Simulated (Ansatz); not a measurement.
Reaction (hydrogenolysis of a Ge–C bond): `C[CH](C)[GeH2][CH](C)C` + H₂ → `C[CH](C)[GeH3]` + `CCC`

Isolated molecules relaxed with PBE0-D4/def2-TZVP in Ansatz; ΔE leaves out vibrations. CCSD(T)/CBS is the MP2 limit (def2-TZVPP, def2-QZVPP) plus CCSD(T) − MP2 in def2-TZVPP, frozen cores. This one scheme is used for every species. Functionals use def2-TZVPP. B3LYP here is the variant with VWN-RPA as its local correlation; programs differ in this. HSE06 is defined as in plane-wave codes. For Ge outer-core shells are correlated without core-valence functions, which leaves a few kJ/mol of doubt a bond. Scalar relativity is left out up to krypton. One conformer a species, not always the lowest.

```csv
level,ΔE (kJ/mol),difference from CCSD(T)/CBS
LDA (SPW92),-43.4,-5.6
PBE-D4,-41.5,-3.7
revPBE-D4,-35.6,2.2
BLYP-D4,-40.7,-2.9
r2SCAN-D4,-44.9,-7.1
B97M-V,-55.9,-18.1
PBE0-D4,-46.0,-8.2
B3LYP-D4,-45.9,-8.1
r2SCANh-D4,-46.2,-8.4
HSE06-D4,-46.3,-8.5
BHLYP-D4,-51.6,-13.8
ωB97X-V,-46.5,-8.7
ωB97M-V,-44.3,-6.5
B2PLYP,-54.3,-16.5
PBE-QIDH,-47.8,-10.0
PBE,-55.4,-17.6
revPBE,-62.6,-24.8
BLYP,-67.0,-29.2
r2SCAN,-49.7,-11.9
PBE0,-58.7,-20.9
B3LYP,-67.3,-29.5
r2SCANh,-51.3,-13.5
HSE06,-58.5,-20.7
BHLYP,-70.0,-32.2
CAM-B3LYP,-65.0,-27.2
LC-ωPBE,-58.9,-21.1
RPA@PBE/def2-TZVPP,-38.2,-0.4
HF/def2-SVP,-89.4,-51.6
MP2/def2-SVP,-46.1,-8.3
CCSD/def2-SVP,-59.7,-21.9
CCSD(T)/def2-SVP,-53.8,-16.0
MP2/def2-TZVPP,-29.9,7.9
SCS-MP2/def2-TZVPP,-40.1,-2.3
CCSD/def2-TZVPP,-46.5,-8.7
HF/def2-QZVPP,-85.0,-47.2
MP2/def2-QZVPP,-29.7,8.1
SCS-MP2/def2-QZVPP,-40.2,-2.4
HF/CBS(def2),-85.2,-47.4
MP2/CBS(def2),-28.8,9.0
CCSD/CBS(def2),-45.4,-7.6
CCSD(T)/CBS,-37.8,0
```

Largest T1 diagnostic among the species: 0.010.

From r2SCAN to r2SCAN0 (25 % exact exchange), in def2-TZVPP and without D4, ΔE moves by −3.9 kJ/mol. In def2-TZVPP, CCSD(T) changes the Hartree–Fock value by +44.9 kJ/mol (the triples alone add +7.6 kJ/mol) and MP2 by +53.9 kJ/mol. Leaving LDA and LC-ωPBE aside and taking each functional with its dispersion term where it has one, the values spread over 20.2 kJ/mol, from B97M-V to revPBE-D4. LDA lies +12.0 kJ/mol from PBE without D4.

CCSD(T)/CBS has its own doubt, a few kJ/mol and more with outer-core shells, so smaller differences from it don't rank the levels.
